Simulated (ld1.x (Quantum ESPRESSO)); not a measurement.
## Before and after: TM potential for Cr

ld1.x (Quantum ESPRESSO) 7.5 input, shortened:

```
&input
   title='Cr', zed=24., rel=1, dft='PZ', iswitch=3,
   config='[Ar] 3d5 4s1 4p0'
 /
 &inputp
   pseudotype=2, tm=.true., lloc=0,
   nlcc=.true., new_core_ps=.true., rcore=0.95
 /
3
3P  2  1   6.00   0.00  0.95  0.95  0.0
3D  3  2   5.00   0.00  1.85  1.85  0.0
4S  1  0   1.00   0.00  2.80  2.80  0.0
 &test
   configts(1)='3p6 3d5 4s1 4p0'
 /
```

All-electron outer shells of the reference configuration (LDA (PZ), scalar-relativistic, ld1.x):

| shell | level (eV) | outermost node (bohr) | outermost maximum (bohr) |
| --- | --- | --- | --- |
| 2p | -560.31 | – | 0.20 |
| 3s | -73.56 | 0.36 | 0.78 |
| 3p | -45.35 | 0.33 | 0.80 |
| 4s | -4.20 | 1.12 | 2.74 |
| 3d | -3.13 | – | 0.84 |
| 4p | -1.08 | 1.25 | 3.85 |

Change: wave 4s (bound): rc 2.80 bohr becomes 4s (bound): rc 4.14 bohr.

Cutoffs: the cutoffs (Ry, on a coarse ladder) from which the occupation-weighted sum of valence levels, in a spherical-Bessel basis at the reference potential, stays within 10 and 1 mRy of its value at 400 Ry; they do not see the model core or the augmentation charge, which bear on the density cutoff. Errors are all-electron minus pseudo energies relative to the spin-unpolarised reference configuration.

**Question.** How do hardness, ghosts and transferability respond?

**Answer.** The potential gets neither clearly harder nor softer (110 Ry and 200 Ry → 110 Ry and 200 Ry); of the 9 tests that both files solve, the error grows in 3 and shrinks in 3 by more than 15 % and 0.3 meV (median size 126.3 → 277.9 meV); neither file shows a bound ghost at the reference potential, the only one tested.

| quantity | base | changed |
| --- | --- | --- |
| cutoff, loose | 110 Ry | 110 Ry |
| cutoff, tight | 200 Ry | 200 Ry |
| bound ghosts | none | none |
| error for 3p6 3d5 4s0 4p0, meV [ΔE 7.14 eV] | -10 | -14 |
| error for 3p6 3d4 4s0 4p0, meV [ΔE 23.48 eV] | -126 | -328 |
| error for 3p6 3d3 4s0 4p0, meV [ΔE 54.51 eV] | -538 | -1091 |
| error for 3p6 3d5.5 4s0.5 4p0, meV [ΔE 0.72 eV] | -18 | -2.5 |
| error for 3p6 3d5 4s0.5 4p0, meV [ΔE 2.82 eV] | -2.2 | -0.9 |
| error for 3p6 3d4 4s1 4p0, meV [ΔE 8.25 eV] | -91 | +14 |
| error for 3p6 3d4 4s1 4p1, meV [ΔE 3.61 eV] | -732 | -727 |
| error for 3p6 3d5 4s1 4p0 (spin-polarised), meV [ΔE -4.92 eV] | +258 | +288 |
| error for 3p6 3d5 4s0 4p0 (spin-polarised), meV [ΔE 2.68 eV] | +261 | +278 |

Base: These tests converged, but a pseudo level misses the all-electron one widely, so the file describes the atom poorly there or has found another state: 3p6 3d3 4s0 4p0: empty 4p by 2.9 eV (a node warning on the way). Changed file: These tests converged, but a pseudo level misses the all-electron one widely, so the file describes the atom poorly there or has found another state: 3p6 3d4 4s0 4p0: empty 4p by 2.0 eV; 3p6 3d3 4s0 4p0: empty 4p by 3.5 eV.
